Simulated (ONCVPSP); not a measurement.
**Ga (Z = 31): one change to an ONCV potential, before and after**

```
Element                 : gallium (Ga)
Generator               : ONCVPSP 4.0.1
Type                    : optimised norm-conserving Vanderbilt (ONCV)
Functional              : PBE
Relativity              : scalar-relativistic
Frozen core             : [Ar]
Valence charge          : 13
Reference configuration : 3d10 4s2 4p1
Partial waves           : 4s: rc 1.80 bohr, ncon 4, nbas 9, qcut 3 1/bohr, 2 projectors, debl 2.9 Ha; 4p: rc 2.35 bohr, ncon 4, nbas 7, qcut 3.1 1/bohr, 2 projectors, debl 1.3 Ha; 3d: rc 0.80 bohr, ncon 5, nbas 9, qcut 18.4 1/bohr, 2 projectors, debl 0.5 Ha
Local potential         : polynomial inside 0.65 bohr (lpopt 5, dvloc0 0 Ha)
Core correction         : none
```

In the d channel the program set the typed energies aside and used -0.704, 0.250 Ha.

All-electron outer shells of the reference configuration (PBE, scalar-relativistic, ld1.x):

| shell | level (eV) | outermost node (bohr) | outermost maximum (bohr) |
| --- | --- | --- | --- |
| 3s | -148.13 | 0.27 | 0.56 |
| 3p | -98.86 | 0.24 | 0.56 |
| 3d | -19.15 | – | 0.53 |
| 4s | -8.95 | 0.81 | 1.90 |
| 4p | -2.58 | 0.87 | 2.53 |

Change: core correction Teter function, fcfact 5, rcfact 1.8.

Cutoffs: the cutoffs (Ha) at which the residual kinetic energy of the hardest occupied pseudo-wave falls to 1 and 0.1 mHa per electron; they do not see the model core or the augmentation charge, which bear on the density cutoff. Errors are all-electron minus pseudo energies relative to the spin-unpolarised reference configuration.

**Question.** What does the change do?

**Answer.** The potential gets neither clearly harder nor softer (149 Ha and 170 Ha → 149 Ha and 170 Ha); both files keep a bound ghost (p, s); of the 3 tests that both files solve, the error grows in 3 and shrinks in 0 by more than 15 % and 0.3 meV (median size 1.8 → 27.8 meV). A model core, the more so a compact one, raises the density cutoff, which this test does not measure.

```tsv
quantity	base	changed
cutoff, loose	149 Ha	149 Ha
cutoff, tight	170 Ha	170 Ha
bound ghosts	s, p	s, p
GHOST(+) flags under 300 eV	none	none
tests with a reliable result	3 of 4	3 of 4
error for 3d10 4s2 4p0, meV [ΔE 5.69 eV]	-0.9	-7.0
error for 3d10 4s1 4p0, meV [ΔE 26.82 eV]	+5.7	-122
error for 3d10 4s1 4p1, meV [ΔE 13.06 eV]	+1.8	-28
s: phases at 1.82 bohr within 0.05 rad from the reference energy up to (Ha; the scan ends near 5)	4.6	4.6
p: phases at 2.39 bohr within 0.05 rad from the reference energy up to (Ha; the scan ends near 5)	to the end of the scan	to the end of the scan
d: phases at 0.81 bohr within 0.05 rad from the reference energy up to (Ha; the scan ends near 5)	to the end of the scan	to the end of the scan
```

 A true bound ghost makes a file unfit for plane-wave use even where its test errors are small: the radial tests pick states by their node count and pass the ghost by.
